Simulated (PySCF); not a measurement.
Constitutional and geometric isomers with formula C2H2F2. Gas-phase values, no solvent. Strings in code marks are SMILES.

Quantity: electronic energy of isomers of C2H2F2 relative to `C=C(F)F`, in kcal/mol.

Case: `F/C=C/F`. Geometry of `F/C=C/F` (neutral, multiplicity 1, Å):

```xyz
6

F      1.6021     0.7805     0.0411
C      0.6404    -0.1668    -0.0233
C     -0.6404     0.1668     0.1192
F     -1.6021    -0.7805     0.0548
H      1.0117    -1.1773    -0.1954
H     -1.0117     1.1773     0.2913
```

### Question
Give the electronic energy of isomers of C2H2F2 relative to `C=C(F)F` at the level B3LYP/3-21G // PBE-D3(BJ)/def2-TZVP (PySCF).

### Answer
12.3 kcal/mol.
